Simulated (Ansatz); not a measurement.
C$_{4}$H$_{11}$NSi, SMILES `C=C[SiH](N)CC`, relaxed with RKS PBE0-D4/def2-TZVP in Ansatz from a PBE-D4/def2-SVP geometry. The force threshold is 0.005 eV/Å; the program also tests the step.

Total charge 0; spin multiplicity 1.

Start:

```xyz
17

C    -2.450   -0.500   -0.825
C    -1.536    0.334   -0.287
Si   -0.099   -0.289    0.769
N    -0.110   -2.021    1.018
C     1.547    0.181   -0.046
C     1.707    1.677   -0.349
H    -2.389   -1.590   -0.653
H    -3.292   -0.149   -1.448
H    -1.648    1.419   -0.482
H    -0.201    0.355    2.131
H     0.069   -2.628    0.213
H    -0.842   -2.433    1.604
H     2.358   -0.178    0.624
H     1.640   -0.415   -0.982
H     0.937    2.037   -1.063
H     2.697    1.907   -0.795
H     1.613    2.293    0.570
```

Q: How much energy does the relaxation release, and in how many steps? (Best estimate.)

A: Ansatz gave: 1.99 kcal/mol, in 10 steps.

Q: Which bonds change most? (An estimate is asked.)

A: The calculation gave: Si3–N4 from 1.750 to 1.720 Å; Si3–C5 from 1.895 to 1.874 Å; C2–Si3 from 1.890 to 1.869 Å; C1–H7 from 1.106 to 1.087 Å.

Q: Give the relaxed structure. (Estimate.)

A: Ansatz gave: 
```xyz
17

C    -2.430   -0.465   -0.832
C    -1.513    0.331   -0.288
Si   -0.096   -0.304    0.752
N    -0.123   -2.005    1.000
C     1.531    0.169   -0.048
C     1.668    1.658   -0.350
H    -2.400   -1.542   -0.684
H    -3.248   -0.088   -1.441
H    -1.603    1.403   -0.469
H    -0.206    0.333    2.098
H     0.104   -2.642    0.253
H    -0.768   -2.422    1.650
H     2.334   -0.165    0.617
H     1.638   -0.414   -0.971
H     0.911    1.995   -1.062
H     2.645    1.895   -0.779
H     1.556    2.262    0.555
```
